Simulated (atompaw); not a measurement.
**Which setting gave this result? (europium (Eu), PAW (atompaw))**

Base potential:

```
Element                 : Eu (Z = 63)
Generator               : atompaw 4.2.0.5
Type                    : PAW
Functional              : PBE
Relativity              : scalar-relativistic
Frozen core             : [Kr] 4d10 4f7
Valence charge          : 10
Reference configuration : 5s2 5p6 5d0 6s2 6p0
Partial waves           : 5s (bound): rc 2.50 bohr; 6s (bound): rc 3.00 bohr; 5p (bound): rc 2.85 bohr; 6p (bound, empty): rc 3.00 bohr; 5d (bound, empty): rc 3.00 bohr; 5d channel at 0.3 Ry: rc 3.00 bohr
Local potential         : bessel scheme, radius 2.65 bohr
Core correction         : smooth core density matched at 2.45 bohr
Augmentation charge     : sinc compensation charge, radius 2.45 bohr; PAW radius 3.00 bohr; waves and projectors: custom rrkj gramschmidtortho
```

Cutoffs, loose and tight: the cutoffs (Ry, on a coarse ladder) from which the occupation-weighted sum of valence levels, in a spherical-Bessel basis at the reference potential, stays within 10 and 1 mRy of its value at 400 Ry. They see the waves, projectors and local potential, not the compensation charge or the core.

Only the scale of all radii (base = 1) is moved:

```csv
scale of all radii (base = 1),"cutoff, loose","cutoff, tight",bound ghosts
0.79,15 Ry,30 Ry,none
0.88,15 Ry,25 Ry,none
0.97,10 Ry,18 Ry,none
1.15,8 Ry,12 Ry,none
1.27,6 Ry,10 Ry,none
```

Question: One more run gave cutoff, loose: 8 Ry; cutoff, tight: 15 Ry; bound ghosts: none. Which value of the scale of all radii (base = 1) was used?

Answer: 1.08. The tight cutoff moves one way along this sweep, from 30 Ry at 0.79 to 10 Ry at 1.27, which places the run between 0.97 and 1.15.
